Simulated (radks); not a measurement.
The numbers below are computed, except where a source is named.
Effect of the nuclear size on neutral sulfur, [Ne] 3s2 3p4. Code: a radial shooting solver on a logarithmic mesh with Libxc functionals. Model: Dirac Kohn-Sham, LDA (Slater exchange, Perdew-Wang correlation), spin-unpolarised, spherical densities, finite nucleus; open shells fill j = l - 1/2 first; Fermi nuclear charge, rms radius 3.2611 fm. The rms radius is varied about that value; shifts are against it.

rms radius (fm)  total energy shift (eV)  density at nucleus (e/bohr^3)  1s1/2 shift (meV)  2s1/2 shift (meV)
2.7817                          -0.00275                           2930              -1.16             -0.081
3.1274                         -0.000810                           2925             -0.340             -0.024
3.2611                                 0                           2922              0.000              0.000
3.4209                           0.00101                           2920              0.425              0.030
3.6883                           0.00281                           2916               1.18              0.083

Slopes of the eigenvalues against <r^2> in GHz/fm^2, as finite differences over the two radii next to the reference (eigenvalue slopes, not the field-shift constants of lines): 1s1/2 96.3, 2s1/2 6.78.
